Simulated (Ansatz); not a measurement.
Basis-set extrapolation for C2H8AlClSi, SMILES `C[SiH2][Al]([CH3])[Cl]` (PBE0-D4/def2-TZVP geometry, frozen core, Ansatz 0.2.0). Multiplicity 1, RHF reference.

```
                       def2-TZVPP    def2-QZVPP
                 HF  -1070.896610  -1070.928938
    MP2 correlation     -0.745702     -0.803020
CCSD(T) correlation     -0.848174       not run
```

Energies in hartree. Use E(X) = E(∞) + A·exp(−7.88·√X) for Hartree–Fock and E(X) = E(∞) + B·X^(−2.97) for correlation, with X = 3 and 4, and add CCSD(T) minus MP2 of the smaller set to the MP2 limit.

Q: What is the CCSD(T) energy at the basis-set limit?

A: HF limit: -1070.928938 + (-0.032328) × 0.13774 = -1070.93339. MP2 limit: -0.803020 + (-0.057318) × 0.74074 = -0.84548. Higher-order term: -0.848174 − (-0.745702) = -0.10247. Total: -1071.88134 hartree, 358.5 kJ/mol below CCSD(T)/def2-TZVPP.
